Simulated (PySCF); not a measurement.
From one molecule to another.

First species: C₅H₉Cl.
Cartesian coordinates in Å at the GFN2-xTB level; atoms count from 1:
```
atom  x, y, z in Å
C1     2.0483   -0.4826    0.0504
C2     0.6050   -0.8602    0.0211
C3    -0.4478   -0.0548   -0.0798
C4    -1.8538   -0.5775   -0.0483
C5    -0.3496    1.4325   -0.1908
Cl6   -0.4906    2.1799    1.4450
H7     2.1981    0.5893    0.1286
H8     2.5278   -0.9589    0.9045
H9     2.5478   -0.8442   -0.8493
H10    0.4250   -1.9259    0.0914
H11   -2.3554   -0.3737   -0.9940
H12   -1.8713   -1.6482    0.1324
H13   -2.4141   -0.0795    0.7417
H14    0.5995    1.7707   -0.5999
H15   -1.1732    1.8412   -0.7750
```

Second species: C4H8SSi2.
Atom-mapped SMILES: `[SiH3:1][c:2]1[cH:3][cH:4][s:5][c:6]1[SiH3:7]` (hydrogens: H8, H9, H10 on Si1; H11 on C3; H12 on C4; H13, H14, H15 on Si7)

Levels: PBE0/pcSseg-1 for dipole moment, HOMO energy, LUMO energy and HOMO–LUMO gap; GFN2-xTB for rotational constant A and rotational constant C. Geometries: GFN2-xTB. All species are isolated and taken at one optimised geometry, non-relativistic unless stated; the electronic structure was computed with PySCF and density fitting.

The conformers computed, where there is a choice (atom-mapped SMILES and torsion angles):
- `[CH3:1]/[CH:2]=[C:3](/[CH3:4])[CH2:5][Cl:6]`: C2–C3–C5–Cl6 -94°

Question: Which of the two has the higher HOMO–LUMO gap, and by how much?

Answer: The first: 6.93 eV against 6.00 eV, a difference of 0.93 eV.

Question: Which of the two has the higher dipole moment, and by how much?

Answer: The first: 2.15 D against 0.58 D, a difference of 1.57 D.

Question: Which has the higher rotational constant A?

Answer: The first: 3.499 GHz against 1.772 GHz, a difference of 1.727 GHz.

Question: Which has the higher rotational constant C?

Answer: The first: 1.432 GHz against 0.799 GHz, a difference of 0.633 GHz.

Question: Which of the two has the higher LUMO energy, and by how much?

Answer: The first: -0.18 eV against -1.07 eV, a difference of 0.89 eV.

On the first: The dipole matches unit charges of opposite sign 0.45 Å apart (1 e·Å = 4.8032 D).

On the second: The dipole matches unit charges of opposite sign 0.12 Å apart (1 e·Å = 4.8032 D).
